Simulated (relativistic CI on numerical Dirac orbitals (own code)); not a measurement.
# Hyperfine structure of Nd⁴³⁺, mass number 145

Computed by Dirac-Coulomb-Breit CI, KLI orbitals optimised for each configuration, model QED, unscaled Slater integrals (own radial code, finite nucleus).

Configurations in the expansion (outside the closed core [Ne]): 3s²3p⁵, 3s3p⁶, 3s²3p⁴3d, 3s3p⁵3d, 3p⁶3d, 3s3p⁴3d², 3s²3p³3d4p, 3p⁶4s, 3s3p⁴3d4s, 3s²3p⁴4s, 3p⁶4p, 3s²3p⁴4p, 3s²3p³3d², 3s²3p²3d³, 3s3p³3d³, 3s²3p²3d²4s, 3s²3p²3d²4p. Double excitations out of closed p, d and f shells are left out; levels of such configurations are missing from the list, as are those of other unlisted configurations, and high levels can miss mixing partners.

Nuclear spin I = 7/2, μ = -0.656 μN, Q = -0.314 b (tables of Stone and Pyykkö). The electronic factors are computed for point nuclear moments, without core polarisation or the Bohr-Weisskopf and QED corrections.

```csv
Level,E (cm⁻¹),A (GHz),B (GHz)
3s²3p⁵ ²P°3/2,0,-18.77,60.4
3s²3p⁵ ²P°1/2,1030549,-131.5,
3s²3p⁴3d ²D3/2,1622704,-10.34,-35.6
3s²3p⁴3d ⁴F9/2,1713329,-10.63,-20.6
3s²3p⁴3d ²D5/2,1886406,-5.224,-63.2
3s3p⁶ ²S1/2,2191395,-290.6,
```

Levels with J = 0, under 50 % of one LS term, or S terms without an open s electron are left out. Small factors come from cancelling terms and can be off by tens of per cent or more.

At this charge energies of transitions that change n are usually good to better than 1 %, and those within a shell (Δn = 0) to a few per cent.

Q: Give the hyperfine levels of 3s²3p⁵ ²P°1/2 relative to its centre of gravity.

A: With K = F(F + 1) − I(I + 1) − J(J + 1), E = AK/2: F = 3: 295.9, F = 4: -230.1 GHz.

LS names give the leading component of a level, which can be under half, so a name can repeat, a term be missing and a line seem to break the LS rules.
